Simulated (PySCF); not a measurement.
C5H5F, SMILES C=CC=C=CF. The structure is a stationary point at PBE-D3(BJ)/def2-SVP. This is a generated structure with no PubChem entry under its InChIKey; it may be hypothetical. One conformer was computed; it need not be the lowest.

All values below come from PBE-D3(BJ)/def2-SVP run with PySCF.

Harmonic wavenumbers (cm⁻¹): 95, 123, 219, 304, 368, 488, 626, 648, 784, 876, 890, 900, 996, 1015, 1137, 1170, 1239, 1264, 1353, 1429, 1640, 2006, 3032, 3076, 3092, 3100, 3181. Rotational constants (GHz): 19.66, 1.294, 1.269; symmetry number 1.

Q: Work out the zero-point energy and the ideal-gas rigid-rotor harmonic-oscillator thermochemistry at 298.15 K and 1 atm.

A: ZPE = ½ Σ hcν = ½ × 35050 cm⁻¹ = 209.64 kJ/mol. H − E(el) = 229.15 kJ/mol. Entropy in J/(mol K): translation 164.02, rotation 111.72, vibration 56.85, total 332.58. G − E(el) = 129.99 kJ/mol. Cp = 100.84 J/(mol K). Modes under 150 cm⁻¹ make the vibrational entropy uncertain.
